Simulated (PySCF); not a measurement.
F₂H₅NSi₂, SMILES F[SiH2]N[SiH2]F. Coordinates come from a PBE-D3(BJ)/def2-SVP optimisation. The structure was generated by enumeration, and PubChem lists no compound with its InChIKey, so it may never have been made. Other conformers were not sampled.

Computed equilibrium geometry at PBE-D3(BJ)/def2-SVP (PySCF confirms it by a frequency run) as Cartesian coordinates in Å, and its point group (one conformer of several):
point group C2.
```xyz
10

Si     0.5336    -1.4658    -0.0898
F     -0.6600    -2.5908    -0.1303
N      0.0000     0.0000     0.6812
Si    -0.5336     1.4658    -0.0898
F      0.6600     2.5908    -0.1303
H      1.6533    -2.0744     0.6955
H      0.8919    -1.1317    -1.5025
H      0.0000     0.0000     1.7072
H     -1.6533     2.0744     0.6955
H     -0.8919     1.1317    -1.5025
```
